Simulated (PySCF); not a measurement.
**Zn: ionisation energy**

Zn [Ar] 3d10 4s2 (1S) → Zn⁺ [Ar] 3d10 4s1 (2S), as a difference of total energies. Calculation: PySCF 2.14, in x2c-TZVPPall; the spin-free X2C one-electron Hamiltonian (Gaussian nucleus). Correlated levels: valence and next inner shell: [Ne] frozen. The calculations carry no spin-orbit coupling.

| method | ionisation energy (eV) |
| --- | --- |
| UHF | 7.791 |
| MP2 (valence and next inner shell) | 9.105 |
| SCS-MP2 (valence and next inner shell) | 9.099 |
| CCSD (valence and next inner shell) | 9.105 |
| CCSD(T) (valence and next inner shell) | 9.232 |

Errors of the correlated levels include the incompleteness of this basis and the frozen core.

**Question.** Which method comes closest to the reference value, and which is furthest?

**Answer.** The reference is 9.394 eV (measured; NIST Atomic Spectra Database, ionization energies). Closest: CCSD(T) (valence and next inner shell) (error -0.162 eV); furthest: UHF (error -1.603 eV).
